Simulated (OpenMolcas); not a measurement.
**[BF4]− (SMILES F[B-](F)(F)F): methods side by side**

The species is [BF4]− (5 atoms), meant as a singlet with charge -1. SMILES: `F[B-](F)(F)F`. The coordinates come from a PBE0-D4/def2-TZVPD relaxation.

Each level gives the HOMO–LUMO gap (eV). The values are calculated.

```tsv
level	kind	program	value (eV)
HF/aug-cc-pVDZ	Hartree–Fock	OpenMolcas	15.35
SVWN5/aug-cc-pVDZ	LDA	OpenMolcas	6.99
BLYP/aug-cc-pVDZ	GGA	OpenMolcas	6.62
revPBE/aug-cc-pVDZ	GGA	OpenMolcas	6.53
TPSS/aug-cc-pVDZ	meta-GGA	OpenMolcas	6.88
r2SCAN/aug-cc-pVDZ	meta-GGA	OpenMolcas	7.60
BHLYP/aug-cc-pVDZ	global hybrid	OpenMolcas	11.38
PBE0/aug-cc-pVDZ	global hybrid	OpenMolcas	9.13
```

The values span 6.53 to 15.35 eV. Orbital gaps aren't excitation energies; they tend to grow with the share of exact exchange.
